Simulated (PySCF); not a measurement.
**AgH₃: fields on a plane**

Method: PySCF, PBE0, basis Ag def2-TZVP with ECP28, H def2-TZVP (scalar-relativistic core potentials, no spin–orbit coupling, density fitting).

The singlet minimum has Ag–H 1.621 Å, Ag–H 1.968 Å (×2), H–H 0.772 Å; Ag–H–H 78.7° (×2), H–Ag–H 22.6°, H–Ag–H 168.7° (×2).

The plane holds Ag1 at (0.00, 0.00), H2 at (1.97, 0.00), H3 at (1.82, 0.76), H4 at (-1.59, -0.32) Å. Columns run from x = -3.45 to 4.35 Å, rows from y = 3.15 (top) to -2.25 Å, in steps of 0.3 Å. Other isomers or separated fragments may lie lower. Core electrons replaced by a potential are absent, the electrostatic potential uses the reduced nuclear charge, and values within about 0.7 Å of such atoms have no physical meaning.

Task: Give the electrostatic potential (V) (cut at 20 V). Lower edges of the bins (V): '0' -1.30, '1' -1.17, '2' -0.97, '3' -0.66, '4' -0.16, '5' 0.64, '6' 1.89, '7' 3.89, '8' 7.05, '9' 12.06; top 20.0.

Result: 
```
333333334444444444444444444
333333334444444455555544444
333333333444445555555554444
333333333444455555555555444
333222333444555555555555544
322222233455556666666555554
222111234566666677776555554
221100135678887789986655554
211000246899998899997655555
211023457999999889997655555
211246778999999989997655555
211358998999999889997655555
211359998999999878987655555
211247877899998777776655554
211124445678877666665555554
221111113456666555555555544
221100001344555555555555444
222111011234444455555554444
322222122233444444444444444
```

Task: Give the electron density (e/Å³) (cut at 5 e/Å³). Lower edges of the bins (e/Å³): '0' 0.000, '1' 0.030, '2' 0.076, '3' 0.151, '4' 0.268, '5' 0.455, '6' 0.750, '7' 1.218, '8' 1.960, '9' 3.136; top 5.00.

Result: 
```
000000000000000000000000000
000000000000000000000000000
000000000000000000000000000
000000000000000000000000000
000000000000000000000000000
000000000011110011110000000
000000001122221123321000000
000000112344443345542100000
000001223468864457753100000
000012334699996457763100000
000123555899998556864100000
000135766899998446753100000
000135765699996434432100000
000123554568864322211000000
000012333344443211100000000
000001122222221100000000000
000000011111110000000000000
000000000000000000000000000
000000000000000000000000000
```
